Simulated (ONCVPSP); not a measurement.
**What one change does to a pseudopotential (carbon (C), ONCV)**

| Quantity | Value |
| --- | --- |
| Element | carbon |
| Generator | ONCVPSP 4.0.1 |
| Type | optimised norm-conserving Vanderbilt (ONCV) |
| Functional | PBE |
| Relativity | scalar-relativistic |
| Frozen core | [He] |
| Valence charge | 4 |
| Reference configuration | 2s2 2p2 |
| Partial waves | 2s: rc 1.25 bohr, ncon 5, nbas 8, qcut 4.2 1/bohr, local; 2p: rc 3.05 bohr, ncon 4, nbas 8, qcut 5.3 1/bohr, 3 projectors, debl 3.1 Ha |
| Local potential | the s channel |
| Core correction | polynomial model core, fcfact 0.2 |

All-electron outer shells of the reference configuration (PBE, scalar-relativistic, ld1.x):

| shell | level (eV) | outermost node (bohr) | outermost maximum (bohr) |
| --- | --- | --- | --- |
| 1s | -273.38 | – | 0.17 |
| 2s | -13.75 | 0.38 | 1.22 |
| 2p | -5.29 | – | 1.20 |

Change: p: rc 2.72.

Cutoffs: the cutoffs (Ha) at which the residual kinetic energy of the hardest occupied pseudo-wave falls to 1 and 0.1 mHa per electron; they do not see the model core or the augmentation charge, which bear on the density cutoff. Errors are all-electron minus pseudo energies relative to the spin-unpolarised reference configuration.

Problem. What does the change do?

Solution. The potential gets neither clearly harder nor softer (74 Ha and 98 Ha → 74 Ha and 98 Ha); of the 4 tests that both files solve, the error grows in 0 and shrinks in 4 by more than 15 % and 0.3 meV (median size 634.6 → 486.3 meV); neither file shows a bound ghost. Less of the atom is replaced, so other configurations are described better.

```tsv
quantity	base	changed
cutoff, loose	74 Ha	74 Ha
cutoff, tight	98 Ha	98 Ha
loose cutoff by channel	s 74 Ha, p 8.2 Ha	s 74 Ha, p 9.0 Ha
bound ghosts	none	none
GHOST(+) flags under 300 eV	none	none
error for 2s2 2p1, meV [ΔE 10.86 eV]	+143	+107
error for 2s2 2p0, meV [ΔE 35.02 eV]	+1127	+865
error for 2s1 2p0, meV [ΔE 83.21 eV]	+2144	+1668
error for 2s2 2p1.5, meV [ΔE 3.96 eV]	+22	+17
s: phases at 1.27 bohr within 0.05 rad from the reference energy up to (Ha; the scan ends near 5)	3.5	3.5
rms error of d²Exc/dni dnj with the model core, mHa	1.03	1.39
```
